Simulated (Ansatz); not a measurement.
Basis-set extrapolation for C$_{3}$H$_{9}$NSi, SMILES `C=C[SiH2]NC` (PBE0-D4/def2-TZVP geometry, frozen core, the Gaussian-basis code of Ansatz). Multiplicity 1, RHF reference.

|  | def2-TZVPP | def2-QZVPP |
| --- | --- | --- |
| HF | -462.303239 | -462.320745 |
| MP2 correlation | -0.837713 | -0.893758 |
| CCSD(T) correlation | -0.928844 | not run |

Energies in hartree. Use E(X) = E(∞) + A·exp(−7.88·√X) for Hartree–Fock and E(X) = E(∞) + B·X^(−2.97) for correlation, with X = 3 and 4, and add CCSD(T) minus MP2 of the smaller set to the MP2 limit.

Problem. What is the CCSD(T) energy at the basis-set limit?

Solution. HF limit: -462.320745 + (-0.017506) × 0.13774 = -462.32316. MP2 limit: -0.893758 + (-0.056045) × 0.74074 = -0.93527. Higher-order term: -0.928844 − (-0.837713) = -0.09113. Total: -463.34956 hartree, 308.4 kJ/mol below CCSD(T)/def2-TZVPP.
